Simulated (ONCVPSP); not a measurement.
Which change was made? (F, ONCV)

ONCVPSP 4.0.1 input, shortened (lines: element, Z, core and valence counts, functional; n l f; lmax; l rc ep ncon nbas qcut; lloc lpopt rc5 dvloc0; l nproj debl; icmod fcfact rcfact), PBE, non-relativistic:

```
  F 9.00    1    2        4      upf
    1    0    2.00
    2    0    1.00
    2    1    6.00
    1
    0    0.65    0.00    4    9    9.20
    1    1.40    0.00    3    7   10.20
    0    5    0.65    0.00
    0    0    0.50
    1    2    0.90
    2    0.35    0.85
```

Cutoffs, loose and tight: the cutoffs (Ha) at which the residual kinetic energy of the hardest occupied pseudo-wave falls to 1 and 0.1 mHa per electron. They do not see the model core or the augmentation charge, which bear on the density cutoff. Test errors are all-electron minus pseudo excitation energies from the reference, over the configurations 2s2 2p5; 2s2 2p4; 2s2 2p3; 2s2 2p4.5; variants that change the core or the reference have their own tests.

The base gives: outcome: generated; cutoff, loose: 97 Ha; cutoff, tight: 486 Ha; bound ghosts: none; GHOST(+) flags above zero: none; largest test error (meV): +512.

Question: After one change the result is: outcome: failed: ERROR pspot: first pseudo wave function has node, program will stop. Which change was it?
A. all radii but the core radius scaled by about 1.11 (s 0.72, p 1.56 bohr)
B. all radii but the core radius scaled by about 1.23 (s 0.80, p 1.72 bohr)
C. all radii but the core radius scaled by about 0.90 (s 0.58, p 1.26 bohr)
D. all radii but the core radius scaled by about 0.80 (s 0.52, p 1.12 bohr)

Answer: D. The others give: all radii but the core radius scaled by about 1.11 (s 0.72, p 1.56 bohr) → outcome: generated; cutoff, loose: 81 Ha; cutoff, tight: 408 Ha; bound ghosts: none; GHOST(+) flags above zero: none; largest test error (meV): +653 | all radii but the core radius scaled by about 0.90 (s 0.58, p 1.26 bohr) → outcome: generated; cutoff, loose: 87 Ha; cutoff, tight: 279 Ha; bound ghosts: none; GHOST(+) flags above zero: none; largest test error (meV): +395 | all radii but the core radius scaled by about 1.23 (s 0.80, p 1.72 bohr) → outcome: generated; cutoff, loose: 45 Ha; cutoff, tight: 313 Ha; bound ghosts: none; GHOST(+) flags above zero: none; largest test error (meV): +868.
